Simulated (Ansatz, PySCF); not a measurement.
The pair A = N2 (SMILES N#N) (first 2 atoms), B = HBr (SMILES Br); geometry from B3LYP-D3(BJ)/def2-TZVP.
(charge 0, multiplicity 1):
```xyz
4

N      0.1023    -0.3345     0.1544
N      0.1042    -0.3385    -0.9360
Br     0.0908    -0.3017     4.0035
H      0.0963    -0.3187     2.5779
```

Rows in 6-31G* carry no dispersion term and start afresh at each structure (6-31G* with six Cartesian d functions); the Pople sets are all-electron and without relativity.

Run with Ansatz (Gaussian orbitals); PySCF for 6-31G* rows. 

Total energies (hartree), monomers frozen at their geometry in the pair:

```
structure              HF/aug-cc-pVTZ  PBE/def2-TZVPPD   B3LYP/6-31G*
---------------------  --------------  ---------------  -------------
AB                      -2682.0345413    -2683.8235361  -2684.0069053
A in the pair's basis    -108.9860594     -109.4523926   -109.5239578
B in the pair's basis   -2573.0487169    -2574.3696535  -2574.4818642
A                        -108.9859627     -109.4522902   -109.5234554
B                       -2573.0487062    -2574.3695376  -2574.4817793
```

Work out the interaction energy without and with the counterpoise correction, and the superposition error, for each level.


E(AB) − E(A) − E(B), times 627.509 kcal/mol, with the monomers in their own basis and then in the pair's basis:
- HF/aug-cc-pVTZ: 0.08 uncorrected, 0.15 corrected; the monomers gain 0.07 kcal/mol from borrowed functions
- PBE/def2-TZVPPD: -1.07 uncorrected, -0.94 corrected; the monomers gain 0.14 kcal/mol from borrowed functions
- B3LYP/6-31G*: -1.05 uncorrected, -0.68 corrected; the monomers gain 0.37 kcal/mol from borrowed functions

Ansatz is a quantum-chemistry and plane-wave program.
